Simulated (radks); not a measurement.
Ge23+, 9 electrons, occupied as [He] 2s2 2p5. Calculated with a radial shooting solver on a logarithmic mesh with Libxc functionals: scalar-relativistic Kohn-Sham, PBE, spin-unpolarised, spherical densities, point nucleus. Some entries of the table are withheld. Estimate them.

| orbital | occ. | eigenvalue (Ry) | <r^2> (bohr^2) |
|---|---|---|---|
| 1s | 2 | (1) | (2) |
| 2s | 2 | (3) | 0.04874 |
| 2p | 5 | -165.8710 | 0.03804 |
| 3s | 0 | -70.77470 | 0.2771 |
| 3p | 0 | (4) | 0.2627 |

Answer. 
(1) 1s eigenvalue (Ry): -889.8964
(2) 1s <r^2> (bohr^2): 0.002963
(3) 2s eigenvalue (Ry): -177.1777
(4) 3p eigenvalue (Ry): -67.25825
